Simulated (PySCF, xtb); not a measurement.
Complex: aminoborane (SMILES BN) (first 6 atoms) with H2O (SMILES O); geometry from B3LYP-D3(BJ)/def2-TZVP, rigid monomers moved along the line of their centres of mass till H5···O7 is 2.92 Å.
(charge 0, multiplicity 1):
| atom | x (Å) | y (Å) | z (Å) |
|---|---|---|---|
| B | 0.5618 | -0.4926 | -0.1492 |
| N | -0.5118 | 0.2576 | 0.2974 |
| H | 0.7441 | -0.6378 | -1.3199 |
| H | 1.2952 | -0.9858 | 0.6582 |
| H | -0.6978 | 0.4053 | 1.2812 |
| H | -1.1661 | 0.7046 | -0.3237 |
| O | -0.2233 | 0.2047 | 4.1564 |
| H | 0.7289 | 0.2249 | 4.0066 |
| H | -0.4206 | -0.7089 | 4.3908 |

Monomers are frozen at their geometry in the pair; levels with a basis set take the counterpoise correction. Rows marked so take none.

Rows in 3-21G, 6-31G* carry no dispersion term and start afresh at each structure (6-31G* with six Cartesian d functions).

The values were computed with PySCF for 3-21G rows, 6-31G* rows; xtb for the GFN methods. Values without a source in brackets are computed.

**Question.** One of these levels gives -3.48 kcal/mol for the interaction energy. Name it.
A. GFN2-xTB
B. GFN-FF
C. HF/6-31G* (no counterpoise)
D. HF/3-21G (no counterpoise)

**Answer.** D, HF/3-21G (no counterpoise). The others give -1.21 (GFN-FF), -1.95 (GFN2-xTB), -2.69 (HF/6-31G* (no counterpoise))
